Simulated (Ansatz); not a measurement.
`C[NH2+][In-]([F])([F])[F]` → `[CH2]` (triplet) + `[NH3+][In-]([F])([F])[F]` at 298.15 K and 1 bar (formal loss of a carbene).

Computed with Ansatz on PBE0-D4/def2-TZVP structures; ΔE is electronic, products minus reactants. CBS: MP2 limit from def2 TZ/QZ plus the TZ coupled-cluster correction, frozen cores. This one scheme is used for every species. Triplets are unrestricted, without spin–orbit coupling. Elements past krypton have def2 core potentials. For In outer-core shells are correlated without core-valence functions, which leaves a few kJ/mol of doubt a bond. Each species was taken in one conformer, which may not be the lowest.

```tsv
species	CCSD(T)/CBS energy (Eh)	H − E (kJ/mol)	S (J/(mol·K))
`C[NH2+][In-]([F])([F])[F]`	-585.08471	219.0	424.4
`[CH2]` (triplet)	-39.09499	55.4	195.3
`[NH3+][In-]([F])([F])[F]`	-545.83444	139.3	380.4
```

H − E and S are ideal-gas, rigid-rotor, harmonic terms from PBE0-D4/def2-TZVP, for one conformer and one mirror image of each species, with the whole ground term of open shells counted as degenerate. 1 Eh = 2625.50 kJ/mol, R = 8.31446 J/(mol·K).

Task: By hand: ΔE, ΔH, ΔS and ΔG.

Result: ΔE = (-39.09499) + (-545.83444) − (-585.08471) = 0.15528 Eh = 407.7 kJ/mol. Δ(H − E) = 55.4 + 139.3 − 219.0 = -24.3, so ΔH = 383.4 kJ/mol. ΔS = 195.3 + 380.4 − 424.4 = 151.3 J/(mol·K). ΔG = 383.4 − 298.15 × (151.3)/1000 = 338.3 kJ/mol.

Task: By hand: the equilibrium constant, and the temperature at which ΔG would vanish if ΔH and ΔS stayed fixed.

Result: log₁₀ K = −ΔG/(RT ln 10) = -59.3. ΔG = 0 at ΔH/ΔS = 2534 K, far beyond where these terms or the molecules hold.

The number of gas molecules changes by +1, which sets the sign of ΔS. A doubt of 5 kJ/mol in ΔE shifts log₁₀ K by 0.9 here. Other conformers and mirror images would add mixing entropy, several J/(mol·K) or more a flexible species. Modes under 60 cm⁻¹, often nearly free rotors, make the harmonic entropy too high. A triplet takes part, so the spin changes. These are equilibria of isolated gas molecules and say nothing of rates. Largest T1 diagnostic: 0.015 (customary marks: 0.02 for closed shells, 0.045 for open ones).
